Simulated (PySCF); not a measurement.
Broadened absorption spectrum of TiI(OMe)3

Species: TiI(OMe)3, C₃H₉IO₃Ti (singlet state).
SMILES: `C[O][Ti]([I])([O]C)[O]C`

Computed with TDDFT CAM-B3LYP/def2-SVPD, vertical, gas phase, core orbitals frozen in the response, def2 core potentials past Kr in PySCF 2.14.0, density-fitted response routines. Isolated species at its PBE0-D3(BJ)/def2-SVP geometry, gas phase. Spin–orbit coupling is left out.

Computed states:

```
state  E (eV)       f
   S1    4.38  0.0000
   S2    4.44  0.0026
   S3    4.44  0.0025
   S4    4.58  0.0006
   S5    4.58  0.0006
   S6    4.68   0.054
   S7    5.18  0.0014
   S8    5.19  0.0014
   S9    5.37  0.0006
  S10    5.38  0.0008
  S11    5.48  0.0007
  S12    5.50  0.0019
  S13    5.56  0.0018
  S14    5.56  0.0031
```

Broadening: Gaussians 0.5 eV wide at half height, area fixed by f = 4.319×10⁻⁹ ∫ε dν̃. The width is an assumption, not a result. The curve ends short of the highest state used, and states not computed would add to its high-energy end.

Q: What does the envelope look like, and where are its maxima?

A: 
```tsv
λ (nm)	ε (L mol⁻¹ cm⁻¹)
249.8	1295
251.5	1543
253.1	1792
254.8	2062
256.5	2325
258.1	2553
259.8	2764
261.4	2924
263.1	3044
264.8	3108
266.4	3116
268.1	3070
269.8	2974
271.4	2843
273.1	2670
274.7	2483
276.4	2266
278.1	2042
279.7	1829
281.4	1609
283.0	1411
284.7	1215
286.4	1035
288.0	883
289.7	740
291.4	614
293.0	512
294.7	419
296.3	344
298.0	278
299.7	223
301.3	180
303.0	143
304.6	114
306.3	90
308.0	70
309.6	55
311.3	43
313.0	33
314.6	26
316.3	20
317.9	15
319.6	11
321.3	9
322.9	7
324.6	5
326.3	4
327.9	3
329.6	2
331.2	2
332.9	1
334.6	1
336.2	1
337.9	0
339.5	0
341.2	0
```

Maxima: 266 nm (4.66 eV), ε about 3100, made up of S6 (93%) (ε in L mol⁻¹ cm⁻¹; maxima over ε = 5, shares over 10%).

Q: Coming from long wavelengths, where does ε first pass 100 L mol⁻¹ cm⁻¹?

A: At about 305 nm (4.06 eV), 0.33 eV below S1.

Q: What would ε be at 4.66 eV, the highest of these maxima, with half the width (0.25 eV)?

A: About 5890 L mol⁻¹ cm⁻¹ against 3120, a factor of about 1.9; a lone state at its own centre would give exactly 2.

Q: On this curve, what absorbance would a 10⁻⁴ mol/L sample give at 254 nm over a 1 cm path?

A: 254 nm is 4.881 eV, where ε is about 1900 L mol⁻¹ cm⁻¹, so A = ε c l ≈ 0.19 (Beer–Lambert, with the gas-phase spectrum and the assumed width).
